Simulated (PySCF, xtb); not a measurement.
GaI₂, SMILES [Ga+]([I])[I], charge +1.

Harmonic wavenumbers (cm⁻¹) from GFN2-xTB run with xtb 6.7.1 at its own minimum, in rising order: 57, 57, 155, 353.

**Question.** What does PBE-D3(BJ)/def2-SVP run with PySCF give at its own minimum? (An estimate is asked for; the answer gives what the named calculation found.)

**Answer.** 66, 66, 170, 378. Paired by order, the mean absolute difference is 14 cm⁻¹ and the zero-point energies are 0.9 and 1.0 kcal/mol.
